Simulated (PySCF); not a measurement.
## Vibration and rotation of CeN

TPSS constants of CeN, doublet, about 1.4 electrons in the 4f shell (Mulliken), real f orbitals that mix terms (PySCF, spin-free X2C with a Gaussian nucleus, basis sets Ce x2c-TZVPall, N x2c-TZVPall; masses 139.9054 and 14.0031 u):

| Item | Value |
| --- | --- |
| ωe | 889.9 cm⁻¹ |
| ωexe | 2.46 cm⁻¹ |
| Be | 0.42607 cm⁻¹ |
| αe | 0.00212 cm⁻¹ |
| De to Ce (4f1 5d1 6s2) + N | 6.76 eV |

Question: What force constant and bond length do these constants imply?

Answer: Reduced mass μred = 12.729 u; k = 5.8918×10⁻⁷·μred·ωe² (u, cm⁻¹, mdyn/Å) = 5.94 mdyn/Å; Re = √(16.8576/(μred·Be)) (u, cm⁻¹, Å) = 1.763 Å.

Question: Estimate the centrifugal constant D from the Kratzer relation and find the Dunham coefficient a1.

Answer: D = 4Be³/ωe² = 3.91e-07 cm⁻¹; a1 = −1 − αeωe/(6Be²) = -2.73.

These are scalar-relativistic numbers at best; spin–orbit coupling would shift them, the dissociation energy most. Counting both spins, an empty level lies below a filled one in this solution, because spin and occupation are held. With d or f electrons several states lie close, and the lowest PBE0 determinant need not be the measured ground state.
